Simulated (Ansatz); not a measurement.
AlH₅O₂SSi (`[OH][Al]([SH])[O][SiH3]`). Charge 0, multiplicity 1. Geometry: relaxed with PBE0-D4/def2-TZVP. It is one conformer, not always the lowest.

```xyz
10

O    -0.808    0.636    2.310
Al    0.163   -0.217    1.229
S     1.643   -1.643    1.934
O    -0.021    0.045   -0.412
Si   -0.460    0.532   -1.899
H    -0.765    0.544    3.259
H     2.030   -1.940    0.681
H     0.050    1.904   -2.159
H    -1.941    0.532   -2.030
H     0.111   -0.393   -2.913
```

Question: What is the dipole moment at r2SCAN/def2-TZVPP? (Estimate.)

Answer: Computed: 0.61 D, with components (0.18, -0.21, 0.54) D in this frame, pointing from negative to positive charge.

Question: And with PBE, B3LYP, ωB97M-V? (Estimate.)

Answer: The calculation gave: PBE 0.66 D, B3LYP 0.62 D, ωB97M-V 0.63 D.

Question: Give the Mulliken charges with r2SCAN, B3LYP, ωB97M-V in def2-TZVPP. (Estimate.)

Answer: Ansatz gave: 
```tsv
atom	r2SCAN	B3LYP	ωB97M-V
O1	-0.42	-0.40	-0.38
Al2	0.62	0.57	0.55
S3	-0.29	-0.28	-0.28
O4	-0.36	-0.31	-0.32
Si5	0.40	0.36	0.27
H6	0.19	0.17	0.16
H7	0.12	0.12	0.13
H8	-0.08	-0.08	-0.04
H9	-0.08	-0.08	-0.04
H10	-0.09	-0.08	-0.05
```

B3LYP here is the variant with VWN-RPA as its local correlation; programs differ in this.
